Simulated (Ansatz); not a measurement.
C$_{2}$H$_{8}$OSi, singlet, geometry from GFN2-xTB, atoms displaced at random by about 0.08 Å a coordinate; HF/6-31G, gradient (Ansatz, a program for electronic structure).

Here is a job for Ansatz.
Ansatz 0.2 input:
```yaml
crystal:
  periodic: [false, false, false]
  atoms:
    - {symbol: Si, position_ang: [0.77362030, 0.43384734, 0.31976677]}
    - {symbol: O, position_ang: [1.31415998, -0.92949096, 0.09649302]}
    - {symbol: C, position_ang: [-1.08203068, 0.51975473, -0.61071392]}
    - {symbol: C, position_ang: [-1.82716337, -0.45379455, -0.00582402]}
    - {symbol: H, position_ang: [1.72181112, 1.42607092, -0.43486157]}
    - {symbol: H, position_ang: [0.60212117, 0.79361254, 1.73675170]}
    - {symbol: H, position_ang: [0.98592336, -1.79167358, 0.39296801]}
    - {symbol: H, position_ang: [-0.87917076, 0.46524771, -1.63060279]}
    - {symbol: H, position_ang: [-1.40238732, 1.61939712, -0.39983715]}
    - {symbol: H, position_ang: [-2.02165826, -0.31204094, 1.15064740]}
    - {symbol: H, position_ang: [-2.94040646, -0.31292316, -0.47023572]}
    - {symbol: H, position_ang: [-1.54491661, -1.57466228, -0.40963215]}
basis:
  gaussian:
    orbitals: 6-31G
hamiltonian:
  xc: hf
output: {forces: true}
```

It wrote (shortened):

```
Functional definition: HF
726 factors; integrals over basis functions are off by at most 2.4e-4 eV
mean field evaluation 1: about -12078.6593 eV, gradient 3.6e1 eV
mean field evaluation 2: about -12078.6613 eV, gradient 3.6e1 eV
mean field evaluation 4: about -12081.5154 eV, gradient 2.7e0 eV
mean field evaluation 8: about -12081.5395 eV, gradient 8.8e-5 eV
mean field -12081.53948547 eV, -443.9883869293 hartree, gradient 2.5e-5 eV, S^2 0.000000; 0 other end points of the search recorded, 0 dependent functions left out
the calculation of the forces begins
reference -12081.53948547 eV, -443.9883869293 hartree; 21, 21 occupied and 35, 35 virtual orbitals, 726 factors
Total energy: -12081.53948547 eV, -443.9883869293 hartree
Atom 0 at     0.773620     0.433847     0.319767 Å, force    -4.386699    11.605128    -1.505240 eV/Å
Atom 1 at     1.314160    -0.929491     0.096493 Å, force     2.948630   -12.055688    -0.265718 eV/Å
Atom 2 at    -1.082031     0.519755    -0.610714 Å, force     6.409030     7.258473     1.480311 eV/Å
Atom 3 at    -1.827163    -0.453795    -0.005824 Å, force    -7.923330    -5.683262     1.014087 eV/Å
Atom 4 at     1.721811     1.426071    -0.434862 Å, force    -0.626845    -0.593991     0.848430 eV/Å
Atom 5 at     0.602121     0.793613     1.736752 Å, force    -0.056206     0.125152     0.488753 eV/Å
Atom 6 at     0.985923    -1.791674     0.392968 Å, force     1.094473     1.033473    -0.809514 eV/Å
Atom 7 at    -0.879171     0.465248    -1.630603 Å, force    -0.057010    -0.434627    -1.653753 eV/Å
Atom 8 at    -1.402387     1.619397    -0.399837 Å, force     0.154204    -2.171554    -0.420429 eV/Å
Atom 9 at    -2.021658    -0.312041     1.150647 Å, force     0.905116    -0.952049    -2.583167 eV/Å
Atom 10 at    -2.940406    -0.312923    -0.470236 Å, force     2.153057    -1.014893     1.477038 eV/Å
Atom 11 at    -1.544917    -1.574662    -0.409632 Å, force    -0.614421     2.883837     1.929202 eV/Å
Dipole moment:    -0.252394    -0.203125     0.214522 e Å
```
